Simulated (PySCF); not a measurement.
# (H2Ga-mu-NH2)2 in a uniform electric field

Species: (H2Ga-mu-NH2)2.
Cartesian coordinates in Å at the PBE0-D3(BJ)/def2-SVP level; atoms count from 1:
```xyz
12
Ga2H8N2 angstrom
Ga    -1.3897   -0.1993   -0.4207
H     -2.3241    1.0631   -0.3703
H     -1.8237   -1.6362   -0.8817
N     -0.3427   -0.3167    1.3029
Ga     1.4076    0.1841    0.4278
H      2.3387   -1.0804    0.3766
H      1.8459    1.6194    0.8909
N      0.3606    0.3042   -1.2950
H     -0.6538    0.3360    2.0215
H     -0.3371   -1.2399    1.7358
H      0.3586    1.2294   -1.7228
H      0.6752   -0.3463   -2.0141
```

Level: wB97X-D/def2-SVPD (PySCF); nuclei fixed, core orbitals frozen in the response. Permanent dipole (0.003, 0.008, 0.001) D (1 au = 2.5417 D). Static polarisability (au):

```
x   83.79  1.09  4.09
y    1.09 74.66  1.52
z    4.09  1.52 71.09
```

Only the terms in μ and α are kept: μ(F) = μ + αF and ΔE = −μ·F − ½ F·αF.

**Question.** What do fields of 0.051 V/Å (0.001 au) along the six axis directions do?

**Answer.** 
```
field along  induced x (D)  induced y (D)  induced z (D)  total size (D)  −μ·F (kJ/mol)  −½F·αF (kJ/mol)
         +x          0.213          0.003          0.010           0.217         -0.003           -0.110
         −x         -0.213         -0.003         -0.010           0.210         +0.003           -0.110
         +y          0.003          0.190          0.004           0.198         -0.008           -0.098
         −y         -0.003         -0.190         -0.004           0.182         +0.008           -0.098
         +z          0.010          0.004          0.181           0.183         -0.001           -0.093
         −z         -0.010         -0.004         -0.181           0.180         +0.001           -0.093
```

**Question.** For the field (0.0006, -0.0003, -0.0002) au, what is the induced dipole, and what angle does it make with the field?

**Answer.** αF = (0.125, -0.056, -0.031) D, at 4.5° to the field. The polarisability along this direction, F·αF/F², is 78.64 au, against a mean of 76.51 au.

**Question.** A unit point charge sits 18 Å away. Estimate the induction energy −αe²/2R⁴ with the mean polarisability, treating the molecule as a point.

**Answer.** R = 34.02 bohr, so the energy is −76.5/(2 × 34.02⁴) Eh = -0.075 kJ/mol.

Geometry: PBE0-D3(BJ)/def2-SVP, one conformer, isolated molecule. The calculation is non-relativistic, for gallium too.

These values come from a run that also computed excited states. The run took 80 s of wall time (grids of density and orbitals included) on Intel Xeon at 2.50 GHz, one thread, shared host with 64 logical CPUs at a one-minute load of 58, and the process peaked at 0.84 GiB of memory.

Note: wB97X-D ran without an empirical dispersion term, which enters the total energy and its gradient alone.
